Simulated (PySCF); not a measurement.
C5H7BS.
Structure used (PBE0-D3(BJ)/def2-SVP), in Å, numbered top down from 1:
```xyz
14
C5H7BS angstrom
B      2.8882    0.1565   -0.4650
C      1.4130    0.3778   -0.1776
C      0.3787   -0.5513   -0.1454
C     -0.8952   -0.0105    0.1519
C     -2.1617   -0.8034    0.2375
C     -0.8097    1.3581    0.3453
S      0.7741    1.9545    0.1698
H      3.6671    1.0810   -0.4626
H      3.2789   -0.9636   -0.7011
H      0.5568   -1.6124   -0.3350
H     -2.0475   -1.6629    0.9155
H     -2.4484   -1.2015   -0.7491
H     -2.9956   -0.1905    0.6063
H     -1.6334    2.0304    0.5892
```

Computed with PySCF, TDDFT B3LYP/def2-SVPD, vertical, gas phase, core orbitals frozen in the response.

Frontier orbitals with the atoms that hold most of them (Löwdin shares over 4%, at most four atoms; ? is withheld):

| orbital | ε (eV) | atoms |
| --- | --- | --- |
| HOMO-3 | -9.47 | B1 25%, C2 20%, S7 17%, H8 11% |
| HOMO-2 | -8.87 | B1 36%, H9 21%, H8 17%, S7 10% |
| HOMO-1 | -7.21 | ? |
| HOMO | -6.96 | C4 23%, S7 19%, C6 19%, C2 17% |
| LUMO | ? | ? |
| LUMO+1 | 0.05 | C4 20%, S7 17%, C6 15%, B1 14% |
| LUMO+2 | 0.15 | S7 40%, C5 13%, C6 7%, H14 6% |

**Question.** Give the leading atoms of the LUMO.

**Answer.** B1 (bonded to C and 2 H) 31%; C6 (bonded to C, S and H) 14%; C3 (bonded to 2 C and H) 14%; C2 (bonded to B, C and S) 14%. By element: carbon 41% or more, boron 31%.

**Question.** Give the leading atoms of the HOMO-1.

**Answer.** S7 (bonded to 2 C) 27%; C3 (bonded to 2 C and H) 25%; C2 (bonded to B, C and S) 19%; C6 (bonded to C, S and H) 15%. By element: carbon 59% or more, sulfur 27%.

**Question.** What is the LUMO energy, and the HOMO–LUMO gap?

**Answer.** ε(LUMO) = -2.19 eV; the gap is 4.77 eV (0.1752 hartree).

**Question.** The HOMO–LUMO gap is 4.77 eV. Where does the response calculation put the lowest singlet, and from which orbitals?

**Answer.** S1 is at 4.31 eV (f = 0.076), 0.46 eV below the gap, made of HOMO→LUMO (81%), HOMO-1→LUMO (16%). Without the coupling terms of the response equations the lowest excitation would equal the gap.

**Question.** Give energy, strength and leading configuration of S1, S2 and S3, and follow the Löwdin shares of the leading atoms from the occupied to the empty orbital.

**Answer.** 
- S1 (4.31 eV, f 0.076), HOMO→LUMO (81%): C4 23% → at most 14%, S7 19% → at most 14%, B1 at most 17% → 31%, C6 19% → 14%
- S2 (4.75 eV, f 0.229), HOMO-1→LUMO (80%): S7 27% → at most 14%, C3 25% → 14%, B1 at most 15% → 31%, C6 15% → 14%
- S3 (5.38 eV, f 0.0003), HOMO-2→LUMO (99%): B1 36% → 31%, H9 21% → at most 14%, C6 at most 10% → 14%
